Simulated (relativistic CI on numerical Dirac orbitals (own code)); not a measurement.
Calculated at this level of theory: Dirac-Coulomb-Breit CI, separate exchange-only KLI orbitals for each configuration, model QED (radiative potential, 1s self-energy scaled to tabulated hydrogen-like ionisation energies), valence Slater integrals scaled by 0.9, P86 correlation estimate, and configurations built on the next ion tied to the tabulated ionisation energy (semi-empirical) (own radial code, finite nucleus).

Configurations in the expansion (outside the closed core [Ne]): 3s²3p⁶3d¹⁰, 3s²3p⁶3d⁹4s, 3s²3p⁶3d⁹4p, 3s²3p⁶3d⁹4d, 3s²3p⁶3d⁹5s, 3s²3p⁶3d⁹4f, 3s²3p⁶3d⁸4s², 3s²3p⁶3d⁸4s4p, 3s²3p⁶3d⁸4p², 3s²3p⁶3d⁹5p, 3s²3p⁶3d⁸4s4d, 3s²3p⁶3d⁹5d, 3s²3p⁶3d⁸4p4d, 3s²3p⁵3d¹⁰4s, 3s²3p⁶3d⁹5f, 3s²3p⁶3d⁹5g, 3s²3p⁵3d¹⁰4p, 3s²3p⁶3d⁸4d², 3s²3p⁵3d⁹4s², 3s²3p⁵3d⁹4s4p, 3s²3p⁵3d¹⁰4d, 3s²3p⁵3d⁹4p², 3s²3p⁵3d⁹4s4d, 3s3p⁶3d¹⁰4s. Levels of other configurations are missing.

Configurations that consist of the next ion and one excited electron were tied to the tabulated ionisation energy; Rydberg ones are usually within 1,000 to 3,000 cm⁻¹ and the lowest ones within about 6,000 (9,000 in d shells), while levels on excited terms of the next ion carry the error of that term, and the other configurations can be misplaced by 10,000 cm⁻¹ or more. Rates follow the energies as ν³ (E1, M1) or ν⁵ (E2), so rates, branching and lifetimes can be off by large factors.

Outline of the computed level scheme of Sr XI. Lowest level of each configuration: 3s²3p⁶3d¹⁰ ¹S0 at 0.000 eV; 3s²3p⁶3d⁹4s ³D3 at 122.802 eV; 3s²3p⁶3d⁹4p ³P°2 at 144.860 eV; 3s²3p⁶3d⁹4d ³S1 at 181.586 eV; 3s²3p⁶3d⁹5s ³D3 at 214.868 eV; 3s²3p⁶3d⁹4f ³P°0 at 216.363 eV.

Some strong electric-dipole decays among the lowest 45 levels: 3s²3p⁶3d⁹4p ¹P°1 → 3s²3p⁶3d¹⁰ ¹S0 (1.6e+11 s⁻¹); 3s²3p⁶3d⁹4p ³D°1 → 3s²3p⁶3d¹⁰ ¹S0 (3.7e+10 s⁻¹); 3s²3p⁶3d⁹4f ³H°6 → 3s²3p⁶3d⁹4d ³G5 (3.3e+10 s⁻¹); 3s²3p⁶3d⁹4f ³H°5 → 3s²3p⁶3d⁹4d ³G4 (3.2e+10 s⁻¹); 3s²3p⁶3d⁹4d ³G5 → 3s²3p⁶3d⁹4p ³F°4 (3.1e+10 s⁻¹); 3s²3p⁶3d⁹4d ³G4 → 3s²3p⁶3d⁹4p ³F°3 (3.1e+10 s⁻¹); 3s²3p⁶3d⁹4d ¹G4 → 3s²3p⁶3d⁹4p ³F°3 (3.0e+10 s⁻¹); 3s²3p⁶3d⁹4d ³P2 → 3s²3p⁶3d⁹4p ³P°2 (2.3e+10 s⁻¹).

LS names give the leading component of a level, which can be under half, so a name can repeat, a term be missing and a line seem to break the LS rules.
